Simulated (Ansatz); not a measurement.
Molecule: 3-methylselanylprop-1-ene, C$_{4}$H$_{8}$Se (charge 0, singlet). SMILES: C=CC[Se]C
Structure (B3LYP-D3(BJ)/def2-TZVP (Ansatz, a quantum-chemistry and plane-wave program) minimum search):
```xyz
13

C     -2.8768     0.6318    -0.8344
C     -1.6725     1.1013    -0.5297
C     -0.3953     0.4743    -0.9589
Se     0.4926    -0.3603     0.6125
C      2.2816    -0.5171    -0.1800
H     -3.0002    -0.2575    -1.4420
H     -3.7788     1.1189    -0.4882
H     -1.5818     1.9854     0.0939
H     -0.5543    -0.2937    -1.7135
H      0.3074     1.2174    -1.3364
H      2.9193    -0.9756     0.5730
H      2.2493    -1.1522    -1.0624
H      2.6686     0.4678    -0.4325
```

Parts of the frozen-core correlation energy in STO-3G (Ansatz, hartree). Frozen orbitals: 18; correlated occupied orbitals by spin: 15 and 15; virtual: 13 and 13. No spin-orbit coupling. Non-relativistic. The restricted reference is unstable.

```tsv
term	value
reference (HF)	-2527.79423
MP2 opposite-spin	…
MP2 same-spin	…
CCSD correlation	-0.32079
(T)	…
T1 diagnostic	0.004
largest doubles amplitude	0.138
```

### Question
Complete the blanks.

### Answer

- MP2 opposite-spin, value: -0.21570
- MP2 same-spin, value: -0.03149
- (T), value: -0.00218
